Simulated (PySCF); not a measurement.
Job file and geometry (Å, from GFN2-xTB) of an NMR shielding run on SMILES C(C)#CC[Si@H](S)OC, C$_{5}$H$_{10}$OSSi, PySCF, GIAO PBE0/pcSseg-1 NMR shielding, non-relativistic, gas phase; density fitting, a coarse starting grid and PySCF grid level 2 are the driver's defaults:

```
$ OMP_NUM_THREADS=1 python probes_run.py task.json out

{"job": {"kind": "nmr", "xc": "PBE0", "basis": "pcSseg-1"}, "charge": 0, "multiplicity": 1}
C      3.902383     0.388396    -0.331095
C      2.580264    -0.196123    -0.240827
C      1.502081    -0.713751    -0.154533
C      0.173295    -1.267298    -0.044396
Si    -1.126595    -0.079299    -0.755956
S     -0.751694     1.943897    -0.107436
O     -2.525097    -0.588202    -0.128249
C     -3.758297     0.072310    -0.129280
H      3.838736     1.474079    -0.255286
H      4.363499     0.128127    -1.283646
H      4.531089     0.017205     0.478106
H     -0.040888    -1.476692     1.006443
H      0.134653    -2.214641    -0.583151
H     -1.146677    -0.044691    -2.218439
H      0.566515     1.845530    -0.151529
H     -4.417364    -0.448847     0.564781
H     -4.195998     0.055937    -1.129261
H     -3.638665     1.110381     0.187336
```

Task: What does the program print?

Result: 
```
coarse grid: 15968 points
cycle   1  E = -958.6536687567  dE =  9.727e-01  |g| = 7.206e-01  |ddm| = 4.251e+00
cycle   2  E = -958.5569093215  dE =  9.676e-02  |g| = 1.035e+00  |ddm| = 1.763e+00
cycle   3  E = -958.7567141085  dE = -1.998e-01  |g| = 1.361e-01  |ddm| = 1.104e+00
cycle   4  E = -958.7603960948  dE = -3.682e-03  |g| = 3.507e-02  |ddm| = 1.815e-01
cycle   5  E = -958.7606722915  dE = -2.762e-04  |g| = 1.052e-02  |ddm| = 5.099e-02
cycle   6  E = -958.7606847572  dE = -1.247e-05  |g| = 7.853e-03  |ddm| = 1.396e-02
cycle   7  E = -958.7606994051  dE = -1.465e-05  |g| = 1.158e-03  |ddm| = 6.400e-03
cycle   8  E = -958.7606997720  dE = -3.669e-07  |g| = 1.766e-04  |ddm| = 1.602e-03
final grid: 144640 points
cycle   9  E = -958.8209155192  dE = -3.082e-05  |g| = 1.074e-02  |ddm| = 4.278e-02
cycle  10  E = -958.8209018706  dE =  1.365e-05  |g| = 1.388e-02  |ddm| = 2.040e-02
cycle  11  E = -958.8209391975  dE = -3.733e-05  |g| = 1.725e-03  |ddm| = 1.149e-02
cycle  12  E = -958.8209397956  dE = -5.981e-07  |g| = 1.588e-04  |ddm| = 1.702e-03
cycle  13  E = -958.8209397965  dE = -9.220e-10  |g| = 1.470e-04  |ddm| = 2.394e-04
cycle  14  E = -958.8209398014  dE = -4.870e-09  |g| = 3.954e-05  |ddm| = 1.297e-04
cycle  15  E = -958.8209398017  dE = -3.790e-10  |g| = 8.386e-06  |ddm| = 4.174e-05
converged SCF energy = -958.8209398017

GIAO shielding tensors (ppm)
atom      isotropic    diamagn.    paramagn.     s11        s22        s33       span
  0 C      182.293     252.992     -70.698    174.747    174.984    197.149     22.402
  1 C      103.678     269.157    -165.479     18.983     20.173    271.877    252.895
  2 C      105.755     264.102    -158.347     17.224     27.975    272.067    254.843
  3 C      176.750     259.458     -82.708    161.393    178.382    190.475     29.083
  4 Si     348.115     881.715    -533.601    313.359    344.286    386.699     73.340
  5 S      750.505    1061.193    -310.688    643.336    758.037    850.141    206.805
  6 O      314.509     400.318     -85.809    254.167    336.849    352.510     98.343
  7 C      132.616     240.838    -108.222    105.577    107.316    184.955     79.377
  8 H       29.833      31.330      -1.497     24.137     29.171     36.192     12.056
  9 H       29.796      27.438       2.358     24.528     27.825     37.033     12.505
 10 H       29.698      27.429       2.269     24.334     27.695     37.065     12.731
 11 H       29.868      32.770      -2.903     24.694     28.868     36.041     11.347
 12 H       29.797      30.299      -0.502     24.039     28.929     36.424     12.385
 13 H       26.018      30.678      -4.659     22.623     23.880     31.552      8.929
 14 H       30.419      35.513      -5.094     21.102     27.428     42.729     21.627
 15 H       27.735      26.779       0.956     23.212     25.240     34.754     11.542
 16 H       27.962      26.531       1.431     23.847     25.127     34.911     11.064
 17 H       27.995      28.524      -0.529     22.599     27.499     33.888     11.289
```

Task: Turn these shieldings into chemical shifts. Chemical shifts δ = σref − σ; ¹³C (σ = 186.93 ppm) and ²⁹Si (σ = 349.16 ppm) and ¹H (σ = 31.72 ppm) vs TMS; ³³S (σ = 503.73 ppm) against CS2; ¹⁷O (σ = 336.08 ppm) against H2O, all at this level.

Result: Averaging equivalent atoms: C 1: 83.2; C 2: 81.2; C 7: 54.3; C 3: 10.2; C 0: 4.6; Si 4: 1.0; S 5: -247; O 6: 21.6; H 13: 5.70; H 15/16/17: 3.82; H 8/9/10: 1.94; H 12: 1.92; H 11: 1.85; H 14: 1.30 ppm. Experimental scales use liquid or dissolved standards, which lie at an offset from isolated H2O (liquid H2O: subtract about 36 ppm).

Size and cost of the density-fitted run: 200 basis functions, 64 s wall time on 1 thread of an Arm Neoverse N1, shared host; peak memory 0.89 GiB.
